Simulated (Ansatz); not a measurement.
Ideal-gas functions of CH5NOSi, SMILES `NC1O[SiH2]1` at 800 K and 1 bar, from an Ansatz frequency run at PBE0-D4/def2-TZVP.

Molar mass 75.14 g/mol, point group C1 (symmetry number 1), electronic degeneracy 1, moments of inertia 35.738, 109.307, 125.451 u Å². Harmonic wavenumbers (cm⁻¹, unscaled): 255, 370, 396, 527, 550, 654, 741, 752, 782, 947, 1006, 1037, 1222, 1258, 1403, 1668, 2239, 2253, 3137, 3533, 3630.

Use S(trans) = R[1.5 ln M + 2.5 ln T − 1.1517]; rotational temperatures θ = 24.2544 K / I; S(rot) = R[ln(√π/σ · √(T³/θAθBθC)) + 1.5]; for each mode x = 1.438777 ν̃/T, S = R[x/(eˣ − 1) − ln(1 − e⁻ˣ)] and H = RT x/(eˣ − 1); 1 cm⁻¹ = 0.0119627 kJ/mol; R = 8.31446 J/(mol·K).

Task: By hand: the entropy, in J/(mol·K).

Result: Translation 183.2. Rotation: θ = 0.6787, 0.2219, 0.1933 K, giving 115.3. Vibration, mode by mode: 14.87, 11.85, 11.31, 9.06, 8.74, 7.43, 6.52, 6.41, 6.13, 4.82, 4.43, 4.24, 3.26, 3.10, 2.52, 1.73, 0.76, 0.74, 0.20, 0.11, 0.09, in all 108.3. Electronic 0.0. Sum 406.8 J/(mol·K).

Task: By hand: H − E and G − E in kJ/mol, counted from the electronic energy.

Result: Zero-point energy ½ × 28360 × 0.0119627 = 169.6; thermal vibration 49.7; translation, rotation and pV give 4 RT = 26.6. H − E = 245.9 kJ/mol, and G − E = 245.9 − 800 × 406.8/1000 = -79.5 kJ/mol.

Vibration gives 27 % of the entropy. The sum counts one conformer and one mirror image; others add a mixing term.
